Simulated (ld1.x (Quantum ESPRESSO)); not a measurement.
# Before and after: TM potential for Cd

- Element: Cd
- Generator: ld1.x (Quantum ESPRESSO) 7.5
- Type: norm-conserving Troullier–Martins (Kleinman–Bylander form)
- Functional: PBE
- Relativity: scalar-relativistic
- Frozen core: [Ar] 3d10 4s2
- Valence charge: 18
- Reference configuration: 4p6 4d10 5s1.75 5p0.25
- Partial waves: 5s (bound): rc 1.65 bohr; 4p (bound): rc 1.45 bohr; 4d (bound): rc 1.35 bohr
- Local potential: all-electron potential smoothed inside 1.20 bohr (lloc = -1)
- Core correction: none

Occupied shells without a wave of their own: 5p. They enter only through the test configuration that unscreens the potential.

All-electron outer shells of the reference configuration (PBE, scalar-relativistic, ld1.x):

```tsv
shell	level (eV)	outermost node (bohr)	outermost maximum (bohr)
3d	-394.17	–	0.27
4s	-106.46	0.43	0.79
4p	-67.51	0.43	0.84
4d	-12.26	0.42	0.98
5s	-6.02	1.06	2.32
5p	-1.45	1.20	3.29
```

Change: all radii scaled by about 0.86 (s 1.42, p 1.24, d 1.16 bohr); local potential all-electron potential smoothed inside 1.04 bohr (lloc = -1).

Cutoffs: the cutoffs (Ry, on a coarse ladder) from which the occupation-weighted sum of valence levels, in a spherical-Bessel basis at the reference potential, stays within 10 and 1 mRy of its value at 400 Ry; they do not see the model core or the augmentation charge, which bear on the density cutoff. Errors are all-electron minus pseudo energies relative to the spin-unpolarised reference configuration.

Q: How do hardness, ghosts and transferability respond?

A: The potential gets harder (80 Ry and 140 Ry → 110 Ry and 180 Ry); both files keep a bound ghost (s); of the 7 tests that both files solve, the error grows in 2 and shrinks in 4 by more than 15 % and 0.3 meV (median size 44.3 → 13.7 meV). A smaller radius makes the pseudo-wave follow the all-electron one further in, where it bends more sharply, so more plane waves are needed.

```tsv
quantity	base	changed
cutoff, loose	80 Ry	110 Ry
cutoff, tight	140 Ry	180 Ry
loose cutoff by channel (10 mRy a level)	s 25 Ry, p 35 Ry, d 70 Ry	s 90 Ry, p 70 Ry, d 70 Ry
bound ghosts	s	s
error for 4p6 4d10 5s2 5p0, meV [ΔE -1.13 eV]	-9.8	-8.2
error for 4p6 4d10 5s1 5p0, meV [ΔE 8.14 eV]	-24	-14
error for 4p6 4d10 5s0 5p0, meV [ΔE 25.27 eV]	-44	+12
error for 4p5 4d10 5s2 5p0, meV [ΔE 73.07 eV]	-93	+8.8
error for 4p6 4d8 5s0 5p0, meV [ΔE 117.34 eV]	-41	-44
error for 4p6 4d10 5s0 5p2, meV [ΔE 8.54 eV]	+102	+152
error for 4p6 4d10 5s0 5p1, meV [ΔE 13.92 eV]	+60	+111
```

 A true bound ghost makes a file unfit for plane-wave use even where its test errors are small: the radial tests pick states by their node count and pass the ghost by.
